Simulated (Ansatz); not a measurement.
Cost and result for the atomization energy of C₈H₁₀O, SMILES `Cc1cccc(O)c1C` (19 atoms, 19 bonds).

| atom | x (Å) | y (Å) | z (Å) |
| --- | --- | --- | --- |
| C1 | 0.2045 | 0.2469 | 2.2329 |
| C2 | -0.0422 | -0.3088 | 0.8614 |
| C3 | -0.4468 | -1.6323 | 0.7245 |
| C4 | -0.6833 | -2.1777 | -0.5274 |
| C5 | -0.5193 | -1.4094 | -1.6635 |
| C6 | -0.1159 | -0.0885 | -1.5334 |
| O7 | 0.0318 | 0.6266 | -2.6789 |
| C8 | 0.1275 | 0.4810 | -0.2811 |
| C9 | 0.5609 | 1.9152 | -0.2148 |
| H10 | 1.2351 | 0.5932 | 2.3527 |
| H11 | 0.0219 | -0.5149 | 2.9912 |
| H12 | -0.4497 | 1.0958 | 2.4521 |
| H13 | -0.5769 | -2.2401 | 1.6128 |
| H14 | -0.9985 | -3.2109 | -0.6180 |
| H15 | -0.6965 | -1.8084 | -2.6547 |
| H16 | 0.3125 | 1.5201 | -2.4635 |
| H17 | 1.5058 | 2.0792 | -0.7473 |
| H18 | -0.1872 | 2.5862 | -0.6544 |
| H19 | 0.7162 | 2.2466 | 0.8094 |

The species carries charge 0 and has multiplicity 1. The structure was optimised at the PBE0-D4/def2-TZVP level. It is one conformer, not always the lowest. Program: Ansatz. All runs use 2 threads of an AMD EPYC 7R13 on a shared host and a share of an NVIDIA H100 80 GB. Times are those of one run each, without the atoms' runs, and a repeat can differ threefold. Electronic energies, without spin–orbit coupling; frozen cores. CCSD(T)/CBS adds CCSD(T) − MP2 in def2-TZVPP to the MP2 limit, and its time is that of the two runs behind it. T1 = 0.011; the RHF reference is unstable towards UHF. B3LYP takes the VWN-RPA correlation (the form of Gaussian; ORCA's B3LYP/G).

CCSD(T)/CBS is a level of theory with its own doubt, some kJ/mol a heavy atom from the limit and from the frozen cores, so smaller differences don't rank the functionals.

```csv
level,functions,wall time
B2PLYP/def2-TZVPP,419,5.5 s
ωB97X-V/def2-TZVPP,419,8.5 s
B3LYP-D4/def2-TZVPP (with forces),419,12 s
MP2/def2-QZVPP,813,12 s
r2SCAN-D4/def2-TZVPP (with forces),419,13 s
PBE0-D4/def2-TZVPP,419,13 s
ωB97M-V/def2-TZVPP (with forces),419,15 s
PBE-D4/def2-TZVPP (with forces),419,16 s
CCSD(T)/def2-TZVPP,419,30 s
CCSD(T)/CBS(def2),–,41 s
```

(1) What atomization energy does each give, and how far from CCSD(T)/CBS? (Estimate.)

## Answers

(1) The calculation gave: 
```tsv
level	atomization (kJ/mol)	difference from CCSD(T)/CBS	per bond
B2PLYP/def2-TZVPP	8569.0	-50.4	-2.6
ωB97X-V/def2-TZVPP	8639.7	20.3	1.1
B3LYP-D4/def2-TZVPP (with forces)	8651.8	32.4	1.7
MP2/def2-QZVPP	8756.6	137.2	7.2
r2SCAN-D4/def2-TZVPP (with forces)	8700.8	81.4	4.3
PBE0-D4/def2-TZVPP	8766.0	146.6	7.7
ωB97M-V/def2-TZVPP (with forces)	8663.2	43.8	2.3
PBE-D4/def2-TZVPP (with forces)	8932.2	312.8	16.5
CCSD(T)/def2-TZVPP	8420.8	-198.6	-10.5
CCSD(T)/CBS(def2)	8619.4	0.0	0.0
```

From PBE to PBE0 (25 % exact exchange), in def2-TZVPP and without D4, the atomization energy moves by −158.4 kJ/mol: exact exchange takes away binding that semilocal exchange gives to molecules. In def2-TZVPP, CCSD(T) changes the Hartree–Fock value by +2057.4 kJ/mol (the triples alone add +152.7 kJ/mol) and MP2 by +2276.7 kJ/mol; breaking electron pairs costs correlation energy, which Hartree–Fock lacks. The D4 term adds +81.3 kJ/mol with B3LYP and +43.5 kJ/mol with PBE0; it sums over pairs of atoms, weighted by their polarisabilities, and B3LYP, whose exchange is more repulsive, gets the larger term.
